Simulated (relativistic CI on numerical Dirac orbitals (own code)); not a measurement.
**Pd¹⁶⁺: sensitivity of the levels to the model**

Base calculation: Dirac-Coulomb-Breit CI, separate exchange-only KLI orbitals for each configuration, model QED (radiative potential, 1s self-energy scaled to tabulated hydrogen-like ionisation energies), unscaled Slater integrals.

Configurations in the expansion (outside the closed core [Ar] 3d10): 4s2, 4s.4p, 4p2, 4s.4d, 4d2, 4s.4f, 4p.4d, 4f2, 4p.4f, 4s.5s, 4d.4f, 4s.5p, 4s.5d, 4s.5f, 4s.5g, 4s.6s. Levels of other configurations are missing.

The lowest level and the first level of each name with at least 55 % of one term (blank where a level has no safe partner in the second run):

```csv
Level,Base (cm⁻¹),Shift (cm⁻¹)
4s2 1S_0,0,0
4s.4p 3P°_0,252729,+1192
4s.4p 3P°_1,265438,+1176
4s.4p 3P°_2,307555,+1087
4s.4p 1P°_1,388632,+1120
4p2 3P_0,593194,+2416
4p2 3P_1,631160,+2331
4p2 1D_2,633452,+2261
4p2 3P_2,684820,+2176
4p2 1S_0,741975,+2216
4s.4d 3D_1,818102,+1201
4s.4d 3D_2,821619,+1192
4s.4d 3D_3,827655,+1171
4s.4d 1D_2,887632,+1310
4p.4d 3F°_2,1085516,+2430
4p.4d 3F°_3,1110203,+2374
4p.4d 3D°_1,1144686,+2429
4p.4d 3F°_4,1146097,+2286
4p.4d 3P°_0,1181858,+2338
4p.4d 3D°_3,1184562,+2315
4p.4d 3P°_1,1184713,+2337
4p.4d 1F°_3,1216353,+2130
```

At this charge energies of transitions that change n are usually good to better than 1 %, and those within a shell (Δn = 0) to a few per cent.

Q: One thing was changed in a second run, which moved the levels as shown. Which?
A. non-relativistic limit
B. configuration mixing switched off
C. QED terms removed
D. valence Slater integrals scaled by 0.9
E. Breit term removed

A: C. QED terms removed. QED shifts follow the density of s (and p1/2) electrons at the nucleus, so configurations move by their count of such electrons; where none moves, the smaller shifts of p3/2 electrons and of j = l + 1/2 against j = l − 1/2 set the pattern.

LS names give the leading component of a level, which can be under half, so a name can repeat, a term be missing and a line seem to break the LS rules.
